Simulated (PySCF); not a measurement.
One of the candidates below gave these computed data.

All candidates are C7H9NOSi.

* 13C NMR: chemical shifts (computed TMS as zero) by class: 150.4 (1 C), 124.4 (1 C), 118.2 (1 C), 85.5 (1 C), 73.7 (1 C), 58.6 (1 C), 1.6 (1 C) ppm [GIAO PBE0/pcSseg-1]
* 1H NMR: chemical shifts (computed TMS as zero) by class: 6.19 (1 H), 4.41 (2 H), 4.07 (3 H), 1.96 (2 H), 1.22 (1 H) ppm [GIAO PBE0/pcSseg-1]
* NMR, other nuclei: isotropic shieldings of nuclei other than C and H, by class: -58 (1 N), 224 (1 O), 404 (1 Si) ppm [GIAO PBE0/pcSseg-1]
* Rotational structure: rotational constants A, B, C: 1.591, 0.678, 0.653 GHz [GFN2-xTB]
* Dipole: 2.72 D [PBE0/pcSseg-1]

Electronic properties: PySCF, gas phase, density fitting. Levels stand in brackets. Geometry: GFN2-xTB, one conformer, isolated molecule. NMR values are class means; diastereotopic atoms form classes of their own.

Question: Which candidate is it?
A. `C#CC[SiH2]/C=C(/C#N)OC`
B. `N#C[C@@H]([SiH3])Cc1ccco1`
C. `N#C/C=C\C1=CC[SiH2]CO1`
D. `C#C[C@@H]1[SiH2]CCO[C@@H]1C#N`

Answer: A. It is `C#CC[SiH2]/C=C(/C#N)OC`. Numbering: `[CH:1]#[C:2][CH2:3][SiH2:4]/[CH:5]=[C:6](/[C:7]#[N:8])[O:9][CH3:10]`. Its formula, C7H9NOSi, gives 5 degrees of unsaturation: 0 rings and 5 π bonds in the structure found. 7 carbons fall into 7 classes; from least to most shielded: vinylic carbon bearing oxygen [C6] (150.4 ppm), alkene CH carbon [C5] (124.4 ppm), nitrile carbon [C7] (118.2 ppm), alkyne carbon [C2] (85.5 ppm), terminal alkyne carbon [C1] (73.7 ppm), methoxy carbon [C10] (58.6 ppm), sp3 carbon bound to silicon [C3] (1.6 ppm). Hydrogen classes from least to most shielded: 1 H on an alkene CH carbon, C5 (6.19 ppm), 2 H on an SiH2 silicon, Si4 (4.41 ppm), 3 H on a methoxy carbon, C10 (4.07 ppm), 2 H on an sp3 carbon bound to silicon, C3 (1.96 ppm, a mean of values up to 0.6 ppm apart in this geometry), 1 H on a terminal alkyne carbon, C1 (1.22 ppm). The other shieldings belong to: -58 ppm, nitrile nitrogen [N8]; 224 ppm, ether oxygen [O9]; 404 ppm, SiH2 silicon [Si4]. The optimised geometry has point group C1 and is an asymmetric top.

The others, at the same levels:
- `N#C[C@@H]([SiH3])Cc1ccco1` fails: its computed 13C shifts are 156.7 (1 C), 148.0 (1 C), 125.6 (1 C), 117.5 (1 C), 116.8 (1 C), 34.0 (1 C), 10.1 (1 C) ppm, 1H shifts are 7.57 (1 H), 6.59 (1 H), 6.51 (1 H), 3.63 (1 H), 3.62 (3 H), 2.85 (1 H), 2.47 (1 H) ppm and rotational constant A is 2.468 GHz (against 1.591 GHz).
- `C#C[C@@H]1[SiH2]CCO[C@@H]1C#N` fails: its computed 13C shifts are 120.4 (1 C), 84.4 (1 C), 80.0 (1 C), 70.1 (1 C), 65.5 (1 C), 18.7 (1 C), 11.0 (1 C) ppm, 1H shifts are 5.10 (1 H), 4.62 (1 H), 4.35 (1 H), 4.27 (1 H), 4.23 (1 H), 2.35 (1 H), 1.71 (1 H), 1.08 (1 H), 0.60 (1 H) ppm and smallest rotational constant is 0.834 GHz (against 0.653 GHz).
- `N#C/C=C\C1=CC[SiH2]CO1` fails: its computed 13C shifts are 160.7 (1 C), 153.3 (1 C), 122.2 (1 C), 115.9 (1 C), 101.3 (1 C), 54.9 (1 C), 7.1 (1 C) ppm, 1H shifts are 6.39 (1 H), 5.32 (1 H), 5.17 (1 H), 4.34 (2 H), 4.14 (2 H), 1.76 (2 H) ppm and rotational constant A is 2.372 GHz (against 1.591 GHz).

Each candidate is one conformer, not necessarily the lowest. The conformers computed, where there is a choice (atom-mapped SMILES and torsion angles):
- `[CH:1]#[C:2][CH2:3][SiH2:4]/[CH:5]=[C:6](/[C:7]#[N:8])[O:9][CH3:10]`: C2–C3–Si4–C5 -52°, C3–Si4–C5–C6 -58°, C5–C6–O9–C10 179°
- `[N:1]#[C:2][C@@H:3]([SiH3:4])[CH2:5][c:6]1[cH:7][cH:8][cH:9][o:10]1`: C2–C3–C5–C6 -178°, C3–C5–C6–C7 120°

The conformers of `C#C[C@@H]1[SiH2]CCO[C@@H]1C#N` and `N#C/C=C\C1=CC[SiH2]CO1` aren't listed.
